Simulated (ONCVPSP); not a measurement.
# Scattering properties, ONCV potential for vanadium (V)

| Property | Result |
| --- | --- |
| Element | V (Z = 23) |
| Generator | ONCVPSP 4.0.1 |
| Type | optimised norm-conserving Vanderbilt (ONCV) |
| Functional | LDA (Perdew-Zunger) |
| Relativity | scalar-relativistic |
| Frozen core | [Ne] |
| Valence charge | 13 |
| Reference configuration | 3s2 3p6 3d3 4s2 |
| Partial waves | 3s+4s: rc 1.25 bohr, ncon 3, nbas 7, qcut 8.7 1/bohr, 2 projectors; 3p: rc 1.00 bohr, ncon 3, nbas 7, qcut 8.5 1/bohr, 3 projectors, debl 2.8 Ha; 3d: rc 2.25 bohr, ncon 4, nbas 8, qcut 7.6 1/bohr, 2 projectors, debl 1.1 Ha |
| Local potential | polynomial inside 0.85 bohr (lpopt 5, dvloc0 -1 Ha) |
| Core correction | Teter function fitted to the true core (icmod 2), fcfact 0.75 |

The phase is arctan(r·R′/R) of the radial function R(r), unwrapped; energies in Ha, scanned from -4 to 5 Ha. A pole is an energy at which the radial function vanishes at the test radius. The pseudo phase is shifted by a multiple of π to meet the all-electron one at the reference energy, and phase errors are pseudo minus all-electron; the curves can meet again beyond the range given. Levels narrower than the energy grid can be missing from the lists of poles.

| channel | radius (bohr) | reference energy (Ha) | poles, all-electron | poles, pseudo | unbroken range about the reference energy with phases within 0.05 rad | phase error 1 Ha above the reference energy (rad) |
| --- | --- | --- | --- | --- | --- | --- |
| s | 1.27 | -0.18 | -0.98 | -0.98 | below 4.8 | -0.000 |
| p | 1.01 | -1.62 | 3.00 | 3.00 | the whole range | +0.000 |
| d | 2.29 | -0.20 | -0.00, 3.05 | -0.00, 2.95 | below 3.7 | -0.000 |

Phases in the d channel:

```
E (Ha)  all-electron  pseudo
 -3.98         1.388   1.388
 -3.74         1.381   1.381
 -3.50         1.373   1.373
 -3.26         1.365   1.365
 -3.02         1.355   1.355
 -2.78         1.344   1.344
 -2.54         1.331   1.330
 -2.30         1.315   1.315
 -2.06         1.296   1.296
 -1.82         1.273   1.272
 -1.58         1.243   1.242
 -1.34         1.201   1.200
 -1.10         1.139   1.138
 -0.86         1.031   1.030
 -0.62         0.782   0.781
 -0.38        -0.156  -0.157
 -0.14        -1.336  -1.336
  0.10        -1.684  -1.684
  0.34        -1.891  -1.891
  0.58        -2.133  -2.133
  0.82        -2.570  -2.570
  1.06        -3.348  -3.349
  1.30        -3.975  -3.977
  1.54        -4.272  -4.275
  1.78        -4.425  -4.429
  2.02        -4.518  -4.523
  2.26        -4.582  -4.588
  2.50        -4.630  -4.638
  2.74        -4.669  -4.679
  2.98        -4.703  -4.717
  3.22        -4.736  -4.755
  3.46        -4.768  -4.797
  3.70        -4.803  -4.848
  3.94        -4.845  -4.920
  4.18        -4.898  -5.044
  4.42        -4.978  -5.332
  4.66        -5.115  -6.228
  4.90        -5.420  -7.180
```
